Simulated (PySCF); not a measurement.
Coordinates in bohr (charge 0 multiplicity 1):
```
Pr   -0.0963    0.0000   -0.8175
S    -3.7802    0.0000    1.5452
Cl    3.8467    0.0000    1.9171
```

Method: PBE0/[Pr def2-SVP with ECP28, S def2-SVP, Cl def2-SVP], scalar-relativistic core potentials, density fitting, no spin–orbit coupling, PySCF.

This geometry of PrSCl is a stationary point at this level.

(1) What is the point group?

(2) Is it a minimum?

(3) Give the atomic charges and bond orders.

(4) Give the ideal-gas entropy at 298.15 K and 1 bar by parts.

Results:

(1) Cs.

(2) Yes: all harmonic wavenumbers are real.

(3) 
| atom | Mulliken | Löwdin | polar tensor | Mayer order to Pr1 |
| --- | --- | --- | --- | --- |
| Pr1 | 0.83 | 0.26 | 1.61 | – |
| S2 | -0.43 | -0.11 | -0.89 | 2.28 |
| Cl3 | -0.41 | -0.15 | -0.72 | 1.03 |

(4) translation 175.4, rotation 114.6, vibration 24.2, spin 0.0; total 314.2 J/(mol K).

Stability towards spin polarisation was not tested. This need not be the most stable arrangement of these atoms.
